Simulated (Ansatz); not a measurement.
nitrogen atom (N), quartet; CAM-B3LYP/def2-SVP (Ansatz, an electronic-structure program).

Here is a job for Ansatz.
Ansatz 0.2 input:
```yaml
crystal:
  periodic: [false, false, false]
  atoms:
    - {symbol: N, position_ang: [0.00000000, 0.00000000, 0.00000000]}
basis:
  gaussian:
    orbitals: def2-SVP
hamiltonian:
  xc: cam_b3lyp
magnetization: {spin_polarized: true, initial_magnetization: 3}
accuracy: high
```

**Question.** What does Ansatz print? Leave out banner, timings and long lists.

**Answer.** 
```
Functional definition: CAM-B3LYP
95 factors; integrals over basis functions are off by at most 1.3e-9 eV
55 factors; integrals over basis functions are off by at most 8.7e-10 eV
mean field evaluation 1: about -1483.4071 eV, gradient 3.3e0 eV
mean field evaluation 2: about -1483.4552 eV, gradient 1.2e0 eV
mean field evaluation 4: about -1483.4634 eV, gradient 1.1e-1 eV
mean field evaluation 8: about -1483.4635 eV, gradient 2.7e-6 eV
mean field -1483.46349202 eV, -54.5162778040 hartree, gradient 2.3e-8 eV, S^2 3.752685; 0 other end points of the search recorded, 0 dependent functions left out
reference -1483.46349974 eV, -54.5162780878 hartree; 5, 2 occupied and 9, 12 virtual orbitals, 95 factors
Total energy: -1483.46349974 eV, -54.5162780878 hartree
```
